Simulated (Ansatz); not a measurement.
```yaml
crystal:
  periodic: [false, false, false]
  atoms:
    - {symbol: O, position_ang: [-2.149627, 0.213120, 1.439365]}
    - {symbol: Ga, position_ang: [-0.486010, -0.447183, 1.300336]}
    - {symbol: B, position_ang: [0.362003, -0.603827, -0.600512]}
    - {symbol: B, position_ang: [1.293423, 0.593246, -1.263870]}
    - {symbol: F, position_ang: [0.814912, 1.594367, -1.996713]}
    - {symbol: H, position_ang: [-2.547538, 0.482440, 0.609415]}
    - {symbol: H, position_ang: [0.104901, -0.832235, 2.695590]}
    - {symbol: H, position_ang: [0.213346, -1.656847, -1.156649]}
    - {symbol: H, position_ang: [2.483091, 0.610719, -1.044161]}
basis:
  gaussian: {orbitals: cc-pVDZ, final_grid: {core_spheres: 20, valence_spheres: 16, degree: 47}, nuclear_model: gaussian}
hamiltonian: {xc: {name: RPBE}}
output: {forces: true}
```

```sh
$ ansatz run in.yaml --threads 4 --pin off --events-out ev --progress --plain --max-ram 10444MiB
```

Shortened log:

```
Functional definition: RPBE
1189 factors; their error is unknown
mean field evaluation 1: about -58548.6242 eV, gradient 6.3e1 eV
mean field evaluation 2: about -58439.4387 eV, gradient 1.8e2 eV
mean field evaluation 4: about -58556.3087 eV, gradient 1.2e1 eV
mean field evaluation 8: about -58556.7728 eV, gradient 2.8e-1 eV
mean field evaluation 16: about -58556.7173 eV, gradient 2.8e-4 eV
mean field -58556.71727550 eV, -2151.9196687061 hartree, gradient 5.3e-5 eV, S^2 0.000000; 0 other end points of the search recorded, 0 dependent functions left out
reference -58556.71731974 eV, -2151.9196703317 hartree; 31, 31 occupied and 72, 72 virtual orbitals, 1189 factors
Total energy: -58556.71731974 eV, -2151.9196703317 hartree
Atom 0 at    -2.149627     0.213120     1.439365 Å, force    -0.605330     0.130353     0.977147 eV/Å
Atom 1 at    -0.486010    -0.447183     1.300336 Å, force     0.780826    -0.313176    -0.254559 eV/Å
Atom 2 at     0.362003    -0.603827    -0.600512 Å, force     0.081948     0.144649     0.145200 eV/Å
Atom 3 at     1.293423     0.593246    -1.263870 Å, force     0.065143    -0.751617     0.505506 eV/Å
Atom 4 at     0.814912     1.594367    -1.996713 Å, force    -0.451054     1.082709    -0.778717 eV/Å
Atom 5 at    -2.547538     0.482440     0.609415 Å, force    -0.352553     0.241730    -0.794108 eV/Å
Atom 6 at     0.104901    -0.832235     2.695590 Å, force     0.049161    -0.043395     0.288301 eV/Å
Atom 7 at     0.213346    -1.656847    -1.156649 Å, force    -0.080525    -0.455054    -0.203129 eV/Å
Atom 8 at     2.483091     0.610719    -1.044161 Å, force     0.512384    -0.036197     0.114359 eV/Å
Dipole moment:     0.037812    -0.131980    -0.236319 e Å
```

Hardware: 4 threads of an Arm Neoverse V1 on a shared host. Wall time 1.9 s, peak host memory 0.17 GiB.
